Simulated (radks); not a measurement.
Values are calculated unless marked as measured or tabulated.
Task: These are the eigenvalues of the occupied orbitals of an atom or ion with whole-number occupations (hartree). Level of theory: scalar-relativistic Kohn-Sham, PW91, spin-polarised, spherical densities, finite nucleus; Fermi nuclear charge, rms radius of each element as measured or else 0.836 A^(1/3) + 0.57 fm (a radial shooting solver on a logarithmic mesh with Libxc functionals).

1s up: -1316.405
1s down: -1316.405
2s up: -207.1257
2s down: -207.1254
2p up: -185.9008
2p down: -185.9003
3s up: -43.64644
3s down: -43.64594
3p up: -36.81485
3p down: -36.81428
3d up: -26.78074
3d down: -26.78019
4s up: -8.82569
4s down: -8.82453
4p up: -6.63893
4p down: -6.63770
4d up: -3.45161
4d down: -3.44993
5p up: -1.05800
5p down: -1.05220
6p up: -0.26369

Which element is it, and in what charge state? The configuration may be excited. Open shells, if any, are filled with parallel spins first.

Result: Z = 55, caesium, charge +1: Cs+ in [Kr] 4d10 5p6 6p2. The list shows which subshells hold electrons but not how many an open one holds; the 1s level, -1316.4 hartree, gives Z - s = 51.3 by -(Z - s)^2/2, which with screening and relativity narrows Z to a few neighbours, and the depths of the outer levels then fix element, charge and occupations together.
